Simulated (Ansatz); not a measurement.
Geometry optimisation, Ansatz 0.2.0, RKS PBE0-D4/def2-SVP.

Input:

```yaml
crystal:
  periodic: [false, false, false]
  atoms:
    - { symbol: B, position_ang: [0.026494, 0.462274, -0.389866] }
    - { symbol: Cl, position_ang: [0.01912, -0.24416, 2.588032] }
    - { symbol: F, position_ang: [1.156859, -0.13526, -0.631854] }
    - { symbol: H, position_ang: [-1.037913, -0.062546, -0.551043] }
    - { symbol: Br, position_ang: [0.089076, 2.408803, 0.079411] }
    - { symbol: H, position_ang: [0.025064, 1.083889, 2.488619] }
basis:
  gaussian: { orbitals: def2-SVP }
hamiltonian:
  xc: pbe0
  dispersion: d4
relax:
  f_tol: 0.03
  max_steps: 50
```

Run as:

```bash
$ ansatz run input.yaml --threads 2 --pin off --max-ram 3072MiB --backend cpu --events-out ev --progress --plain --runs-dir out
```

Where does it end, and by what steps?

It converged. After 8 steps the energy has fallen by 0.079 eV; H6 moved furthest, 0.14 Å.

```tsv
step	energy less start (eV)	largest force component (eV/Å)	accepted
0	0.0000	1.167	yes
1	-0.0532	0.588	yes
2	-0.0419	0.772	no
3	-0.0684	0.273	yes
4	-0.0745	0.222	yes
5	-0.0775	0.079	yes
6	-0.0782	0.060	yes
7	-0.0784	0.061	yes
8	-0.0785	0.008	yes
```

```xyz
6
Properties=species:S:1:pos:R:3
B 0.031 0.508 -0.420
Cl -0.022 -0.253 2.604
F 1.161 -0.109 -0.651
H -1.023 -0.057 -0.523
Br 0.079 2.391 -0.046
H 0.053 1.033 2.618
```

Whether the end is a true minimum wasn't checked by a vibrational analysis.

The run took 38 s on 2 threads of Intel(R) Xeon(R) Platinum 8259CL CPU @ 2.50GHz (Skylake/Cascade Lake), on a shared host, peak memory 0.21 GiB.
